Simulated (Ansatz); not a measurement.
Ansatz (a first-principles code) input (RI-MP2/cc-pV(T+d)Z):
A basis named .json is the Basis Set Exchange file of that set.

Ansatz 0.2 input:
```yaml
crystal:
  periodic: [false, false, false]
  atoms:
    - {symbol: C, position_ang: [-1.65374556, 0.18441749, -0.09127627]}
    - {symbol: N, position_ang: [-0.42156034, -0.50518255, -0.39285126]}
    - {symbol: Si, position_ang: [1.11719988, 0.11703403, 0.39379637]}
    - {symbol: H, position_ang: [-1.76278184, 1.18704277, -0.55378435]}
    - {symbol: H, position_ang: [-1.71206043, 0.34233596, 0.99163078]}
    - {symbol: H, position_ang: [-2.54168744, -0.39783631, -0.38883917]}
    - {symbol: H, position_ang: [-0.34324008, -0.65293661, -1.39195599]}
    - {symbol: H, position_ang: [2.05652812, -0.92282188, -0.25345930]}
    - {symbol: H, position_ang: [1.53583909, 1.23551266, -0.61912475]}
basis:
  gaussian:
    orbitals: cc-pV_T+d_Z.json
    fitting: {mean_field: def2-universal-jkfit, correlation: cc-pVTZ-RIFIT.json}
total_charge: -1
magnetization: {spin_polarized: false}
correlation: {method: mp2, electrons: outside_noble_gas}
```

End of the output:

```
integrals: 0.13 GiB planned
388 factors; integrals over basis functions are off by at most 1.2e0 eV
0.30 GiB of device memory are held for the factors and their scratch space
mean field: 0.36 GiB planned
mean field evaluation 1: about -10468.0487 eV, gradient 2.0e1 eV
mean field evaluation 2: about -10469.4857 eV, gradient 6.1e0 eV
mean field evaluation 4: about -10469.6406 eV, gradient 4.8e-1 eV
mean field -10469.64249772 eV, -384.7522652127 hartree, gradient 1.7e-6 eV, S^2 0.000000; 0 other end points of the search recorded, 0 dependent functions left out
7 core orbitals not correlated
464 factors; their error is unknown
reference -10469.64249772 eV, -384.7522652127 hartree; 10, 10 occupied and 166, 166 virtual orbitals, 464 factors
second order -14.56337672 eV of doubles, -0.00000000 eV of singles
Total energy: -10484.20587444 eV, -385.2874594359 hartree
```

It need not be the lowest isomer of its formula. Whether it binds its extra electron was not tested at this geometry.
